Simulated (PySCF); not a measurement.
Bond stretch in Cl₃Ga, SMILES [Cl][Ga]([Cl])[Cl]. The Ga1–Cl4 bond (Ga1 also carries Cl, Cl; Cl4 carries nothing else) is varied alone, starting from the PBE0/def2-TZVP optimised geometry.

Levels: UHF/cc-pVDZ (PySCF); RHF/cc-pVDZ (PySCF); UKS-M06-2X = unrestricted M06-2X/cc-pVDZ in PySCF 2.14.0; RKS-M06-2X = restricted M06-2X/cc-pVDZ (PySCF).

Scanned distances (Å): 1.69, 1.80, 1.91, 2.00, 2.03, 2.11, 2.20, 2.25, 2.34, 2.43, 2.63, 2.83, 3.19, 3.52, 3.85, 4.19, 4.60, 5.21, 5.68, 6.35, 7.37.

**Question.** Where does the unrestricted solution first break spin symmetry (<S²> of 0.01 or more)?

**Answer.** UHF: between 2.83 and 3.19 Å; UKS-M06-2X: between 3.19 and 3.52 Å.

| R / Å | <S²> UHF | E(RHF) − E(UHF) / kJ/mol | <S²> UKS-M06-2X | E(RKS-M06-2X) − E(UKS-M06-2X) / kJ/mol |
|---|---|---|---|---|
| 1.69 | 0.00 | 0.0 | 0.00 | 0.0 |
| 1.80 | 0.00 | 0.0 | 0.00 | 0.0 |
| 1.91 | 0.00 | 0.0 | 0.00 | 0.0 |
| 2.00 | 0.00 | 0.0 | 0.00 | 0.0 |
| 2.03 | 0.00 | 0.0 | 0.00 | 0.0 |
| 2.11 | 0.00 | 0.0 | 0.00 | 0.0 |
| 2.20 | 0.00 | 0.0 | 0.00 | 0.0 |
| 2.25 | 0.00 | 0.0 | 0.00 | 0.0 |
| 2.34 | 0.00 | 0.0 | 0.00 | 0.0 |
| 2.43 | 0.00 | 0.0 | 0.00 | 0.0 |
| 2.63 | 0.00 | 0.0 | 0.00 | 0.0 |
| 2.83 | 0.00 | 0.0 | 0.00 | 0.0 |
| 3.19 | 0.62 | 28.1 | 0.00 | 0.0 |
| 3.52 | 0.87 | 86.5 | 0.46 | 8.7 |
| 3.85 | 0.96 | 146.1 | 0.72 | 35.7 |
| 4.19 | 0.99 | 200.3 | 0.86 | 63.2 |
| 4.60 | 1.01 | 254.1 | 0.95 | 93.1 |
| 5.21 | 1.01 | 311.9 | 1.00 | 127.7 |
| 5.68 | 1.01 | 341.8 | 1.00 | 146.6 |
| 6.35 | 1.01 | 370.9 | 1.00 | 164.3 |
| 7.37 | 1.01 | 398.3 | 1.00 | 180.4 |
